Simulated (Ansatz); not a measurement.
BrFH$_{5}$NSi$_{2}$, SMILES `F[SiH](Br)N[SiH3]`. Charge 0, multiplicity 1. The structure was optimised at the PBE0-D4/def2-TZVP level. It is one conformer, not always the lowest.

```xyz
10

F    -0.896   -0.675    2.314
Si    0.345   -0.563    1.324
Br    2.053    0.053    2.580
N     0.104    0.582    0.099
Si   -0.490    0.310   -1.510
H     0.567   -1.899    0.749
H     0.296    1.543    0.351
H    -1.783    1.007   -1.736
H     0.482    0.796   -2.523
H    -0.679   -1.155   -1.648
```

Problem. What is the dipole moment at ωB97M-V/def2-TZVPP? (Best estimate.)

Solution. Computed: 1.88 D, with components (0.00, 0.83, -1.69) D in this frame, pointing from negative to positive charge.

Problem. And with PBE, r2SCAN, B3LYP? (An estimate is asked.)

Solution. Ansatz gave: PBE 1.80 D, r2SCAN 1.85 D, B3LYP 1.89 D.

Problem. Give the Mulliken charges with ωB97M-V, PBE, B3LYP in def2-TZVPP. (Best estimate.)

Solution. The calculation gave: 
```csv
atom,ωB97M-V,PBE,B3LYP
F1,-0.29,-0.25,-0.30
Si2,0.58,0.54,0.65
Br3,-0.20,-0.20,-0.22
N4,-0.34,-0.26,-0.33
Si5,0.23,0.26,0.33
H6,-0.02,-0.07,-0.07
H7,0.10,0.13,0.12
H8,-0.03,-0.05,-0.06
H9,-0.03,-0.05,-0.06
H10,-0.02,-0.05,-0.06
```

B3LYP here is the variant with VWN-RPA as its local correlation; programs differ in this.
